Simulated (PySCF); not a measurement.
C₂H₃, charge -1, singlet, geometry from GFN2-xTB. Base run: DF-HF/def2-SV(P) run with PySCF.

Here is a job for PySCF.
```python
from pyscf import gto, scf

mol = gto.M(
    atom='''
C     0.008565    0.135754    0.761527
C    -0.006972    0.016243   -0.564634
H     0.020075   -0.917622    1.246065
H    -0.019553    0.919822   -1.202262
H    -0.010080   -0.914179   -1.225161
''',
    basis='def2-sv(p)',
    charge=-1,
    spin=0,
    verbose=4,
)

mf = scf.RHF(mol)
mf = mf.density_fit(auxbasis='def2-universal-jkfit')
mf.kernel()
```

Each row names what was changed in the base input (with any setting that the change needs).

| change | basis functions | E (Eh) | HOMO (eV) | HOMO-LUMO gap (eV) |
|---|---|---|---|---|
| base | 34 | -77.27930 | -1.40 | 12.58 |
| basis = 6-31G | 24 | -77.30018 | -0.98 | 13.58 |
| basis = LANL2DZ | 24 | -77.32110 | -1.33 | 12.57 |
| basis = 3-21G | 24 | -76.89442 | -0.81 | 13.90 |
| basis = 6-31G* | 34 | … | -1.08 | … |
| basis = def2-SVP | 43 | -77.28762 | -1.38 | 12.56 |
| basis = 6-31G** | 43 | … | -1.08 | … |
| basis = aug-cc-pVDZ | 73 | -77.37065 | -1.98 | 6.31 |
| basis = def2-TZVP | … | … | … | … |
| basis = def2-TZVPD | … | … | … | … |
| basis = pcseg-2 | 102 | -77.38221 | -1.87 | 9.50 |
| basis = aug-cc-pVTZ | 161 | -77.38820 | -2.00 | 5.84 |
| basis = def2-QZVP | 204 | -77.39150 | -1.92 | 9.82 |

### Question
What belongs in the gaps?

### Answer

- basis = 6-31G*, E (Eh): -77.33001
- basis = 6-31G*, HOMO-LUMO gap (eV): 13.83
- basis = 6-31G**, E (Eh): -77.33565
- basis = 6-31G**, HOMO-LUMO gap (eV): 13.80
- basis = def2-TZVP, basis functions: 80
- basis = def2-TZVP, E (Eh): -77.38464
- basis = def2-TZVP, HOMO (eV): -1.80
- basis = def2-TZVP, HOMO-LUMO gap (eV): 11.69
- basis = def2-TZVPD, basis functions: 101
- basis = def2-TZVPD, E (Eh): -77.38731
- basis = def2-TZVPD, HOMO (eV): -1.90
- basis = def2-TZVPD, HOMO-LUMO gap (eV): 8.21

Totals compare only among sets that treat the same electrons; sets with core potentials leave the core out.
